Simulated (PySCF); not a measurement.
**Spin–spin coupling constants**

Molfile (atoms numbered from 1):
```
C6H12O
     RDKit          3D

 19 18  0  0  0  0  0  0  0  0999 V2000
   -3.0555   -0.4499   -0.3076 C   0  0  0  0  0  0  0  0  0  0  0  0
   -1.7970    0.4027   -0.3042 C   0  0  0  0  0  0  0  0  0  0  0  0
   -0.5469   -0.3752    0.0814 C   0  0  0  0  0  0  0  0  0  0  0  0
    0.7114    0.4713    0.0861 C   0  0  0  0  0  0  0  0  0  0  0  0
    1.9663   -0.2884    0.4640 C   0  0  0  0  0  0  0  0  0  0  0  0
    3.2518    0.5038    0.4853 C   0  0  0  0  0  0  0  0  0  0  0  0
    1.9411   -1.4654    0.7341 O   0  0  0  0  0  0  0  0  0  0  0  0
   -3.2441   -0.8856    0.6867 H   0  0  0  0  0  0  0  0  0  0  0  0
   -3.9436    0.1361   -0.5888 H   0  0  0  0  0  0  0  0  0  0  0  0
   -2.9681   -1.2862   -1.0196 H   0  0  0  0  0  0  0  0  0  0  0  0
   -1.6530    0.8545   -1.3022 H   0  0  0  0  0  0  0  0  0  0  0  0
   -1.9275    1.2527    0.3895 H   0  0  0  0  0  0  0  0  0  0  0  0
   -0.6770   -0.8306    1.0775 H   0  0  0  0  0  0  0  0  0  0  0  0
   -0.4038   -1.2262   -0.6054 H   0  0  0  0  0  0  0  0  0  0  0  0
    0.8833    0.9353   -0.9031 H   0  0  0  0  0  0  0  0  0  0  0  0
    0.6133    1.3275    0.7794 H   0  0  0  0  0  0  0  0  0  0  0  0
    4.0856   -0.1502    0.7690 H   0  0  0  0  0  0  0  0  0  0  0  0
    3.1760    1.3395    1.1990 H   0  0  0  0  0  0  0  0  0  0  0  0
    3.4471    0.9465   -0.5043 H   0  0  0  0  0  0  0  0  0  0  0  0
  1  2  1  0
  2  3  1  0
  3  4  1  0
  4  5  1  0
  5  6  1  0
  5  7  2  0
  1  8  1  0
  1  9  1  0
  1 10  1  0
  2 11  1  0
  2 12  1  0
  3 13  1  0
  3 14  1  0
  4 15  1  0
  4 16  1  0
  6 17  1  0
  6 18  1  0
  6 19  1  0
M  END
```

Couplings: B3LYP/pcJ-1 (without the spin–dipole term) in PySCF 2.14, geometry PBE0-D3(BJ)/def2-SVP; gas phase, one conformer, non-relativistic. Couplings are averaged over pairs made equivalent by symmetry, fast rotation or ring inversion, so a value needn't be that of the named pair in this geometry, while other rotamers aren't included; one pair stands for each set, and the list holds a selection of those of at least 0.8 Hz over up to four bonds, among pairs with at least one C or H atom (others weren't computed).

Isotopes: 13C, 1H, 17O. Couplings to quadrupolar nuclei such as 17O and 33S are rarely resolved in practice.

```
    pair  bonds  J (Hz)
  C1, C2      1       ?
  C1, H8      1       ?
  C2, C3      1    37.1
 C2, H11      1   128.9
  C3, C4      1    39.8
 C3, H13      1       ?
  C4, C5      1    41.6
 C4, H15      1       ?
  C5, C6      1    42.9
  C5, O7      1    34.0
 C6, H17      1   133.9
  C2, H8      2    -3.5
  C3, C5      2    -1.4
 C3, H11      2       ?
 C3, H15      2    -3.2
 C4, H13      2    -4.3
H11, H12      2       ?
H17, H18      2   -15.5
  C1, C4      3     5.9
  C2, C5      3     5.3
  C3, O7      3    -1.4
  C3, H8      3       ?
 C4, H11      3       ?
 C5, H13      3     1.8
 H8, H11      3     8.2
H11, H14      3     4.3
```

Q: Estimate the withheld couplings, with signs.

A: 
- 1J(C1,C2) = 37.3 Hz (bond length 1.520 Å)
- 1J(C1,H8) = 131.7 Hz (bond length 1.102 Å, sp3 carbon)
- 1J(C3,H13) = 133.0 Hz (bond length 1.103 Å, sp3 carbon)
- 1J(C4,H15) = 127.1 Hz (bond length 1.106 Å, sp3 carbon)
- 2J(C3,H11) = -3.8 Hz (angle at C2 109°)
- 2J(H11,H12) = -14.6 Hz (angle at C2 106°)
- 3J(C3,H8) = 6.1 Hz (mean over equivalent pairs that range from 2.8 to 12.8 Hz in this conformer)
- 3J(C4,H11) = 2.3 Hz (dihedral angle 58°)
